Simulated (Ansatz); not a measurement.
Ansatz (a quantum-chemistry and plane-wave program) input for SnF₂Cl₂, SMILES [F][Sn]([Cl])([Cl])[F], r2SCAN-D4/def2-SVP. 

Ansatz 0.2 input:
```yaml
crystal:
  periodic: [false, false, false]
  atoms:
    - {symbol: F, position_ang: [-0.00000000, -1.54275784, 1.40317166]}
    - {symbol: Sn, position_ang: [0.00000000, 0.00000000, 0.17210801]}
    - {symbol: F, position_ang: [0.00000001, 1.54275784, 1.40317165]}
    - {symbol: Cl, position_ang: [-1.95484242, -0.00000000, -0.99595559]}
    - {symbol: Cl, position_ang: [1.95484240, -0.00000000, -0.99595559]}
basis:
  gaussian:
    orbitals: def2-SVP
hamiltonian:
  xc: r2scan
  dispersion: d4
relax: {f_tol: 0.002, max_steps: 200}
```

It prints:

```
WARN ansatz: RAYON_NUM_THREADS=1 ignored (pool sized by the plan → 1); use --threads N
Functional definition: r2SCAN
integrals: 0.04 GiB planned
977 factors; their error is unknown
mean field: 0.23 GiB planned
mean field evaluation 1: about -36295.4490 eV, gradient 5.2e1 eV
mean field evaluation 2: about -36256.5025 eV, gradient 1.6e2 eV
mean field evaluation 4: about -36299.9620 eV, gradient 9.0e0 eV
mean field evaluation 8: about -36300.1343 eV, gradient 8.8e-2 eV
mean field evaluation 16: about -36300.1343 eV, gradient 9.3e-6 eV
mean field -36300.13429421 eV, -1334.0053301975 hartree, gradient 9.1e-6 eV, S^2 0.000000; 0 other end points of the search recorded, 0 dependent functions left out
the calculation of the forces begins
reference -36300.13430473 eV, -1334.0053305840 hartree; 37, 37 occupied and 53, 53 virtual orbitals, 977 factors
relax step   1: F+E_penalty+E_count = -36300.17027347 eV  Δ(F+E_penalty+E_count) = +0.000e0 eV  max|allowed force component| = 2.400e0 eV/Å  Δτ_max = 0.0000 Å  (30 SCF iters, accepted)
these checks for a lower state are left out or cut short: starts, cluster_reference, orbital_swaps, neighbouring_geometries, increment
integrals: 0.04 GiB planned
977 factors; their error is unknown
mean field: 0.23 GiB planned
mean field -36300.23965591 eV, -1334.0092021686 hartree, gradient 7.0e-6 eV, S^2 0.000000; 0 other end points of the search recorded, 0 dependent functions left out
the calculation of the forces begins
reference -36300.23966646 eV, -1334.0092025562 hartree; 37, 37 occupied and 53, 53 virtual orbitals, 977 factors
relax step   2: F+E_penalty+E_count = -36300.27571333 eV  Δ(F+E_penalty+E_count) = -1.054e-1 eV  max|allowed force component| = 7.995e-2 eV/Å  Δτ_max = 0.0609 Å  (30 SCF iters, accepted)
these checks for a lower state are left out or cut short: starts, cluster_reference, orbital_swaps, neighbouring_geometries, increment
integrals: 0.04 GiB planned
977 factors; their error is unknown
mean field: 0.23 GiB planned
mean field evaluation 32: about -36300.2408 eV, gradient 8.7e-6 eV
mean field -36300.24077071 eV, -1334.0092431367 hartree, gradient 8.7e-6 eV, S^2 0.000000; 0 other end points of the search recorded, 0 dependent functions left out
the calculation of the forces begins
reference -36300.24078126 eV, -1334.0092435245 hartree; 37, 37 occupied and 53, 53 virtual orbitals, 977 factors
relax step   3: F+E_penalty+E_count = -36300.27689021 eV  Δ(F+E_penalty+E_count) = -1.177e-3 eV  max|allowed force component| = 1.007e-2 eV/Å  Δτ_max = 0.0232 Å  (31 SCF iters, accepted)
these checks for a lower state are left out or cut short: starts, cluster_reference, orbital_swaps, neighbouring_geometries, increment
integrals: 0.04 GiB planned
977 factors; their error is unknown
mean field: 0.23 GiB planned
mean field -36300.24080310 eV, -1334.0092443271 hartree, gradient 1.3e-5 eV, S^2 0.000000; 0 other end points of the search recorded, 0 dependent functions left out
the calculation of the forces begins
reference -36300.24081366 eV, -1334.0092447149 hartree; 37, 37 occupied and 53, 53 virtual orbitals, 977 factors
relax step   4: F+E_penalty+E_count = -36300.27691550 eV  Δ(F+E_penalty+E_count) = -2.529e-5 eV  max|allowed force component| = 1.688e-3 eV/Å  Δτ_max = 0.0017 Å  (24 SCF iters, accepted)
integrals: 0.04 GiB planned
977 factors; their error is unknown
mean field: 0.23 GiB planned
mean field -36300.24080310 eV, -1334.0092443271 hartree, gradient 1.3e-5 eV, S^2 0.000000; 1 other end points of the search recorded, 0 dependent functions left out
the calculation of the forces begins
reference -36300.24081366 eV, -1334.0092447149 hartree; 37, 37 occupied and 53, 53 virtual orbitals, 977 factors
Total energy: -36300.27692605 eV, -1334.0105718208 hartree
Atom 0 at     0.000000    -1.527545     1.398822 Å, force    -0.000000     0.000606     0.001034 eV/Å
Atom 1 at    -0.000000    -0.000000     0.242122 Å, force    -0.000000    -0.000000    -0.001688 eV/Å
Atom 2 at     0.000000     1.527545     1.398822 Å, force     0.000000    -0.000606     0.001034 eV/Å
Atom 3 at    -1.929440    -0.000000    -1.026613 Å, force     0.000081    -0.000000    -0.000190 eV/Å
Atom 4 at     1.929440     0.000000    -1.026613 Å, force    -0.000081     0.000000    -0.000190 eV/Å
Dipole moment:    -0.000000     0.000000    -0.266961 e Å
```

The run converged.

Cost: about 20 core-seconds (a rough figure).
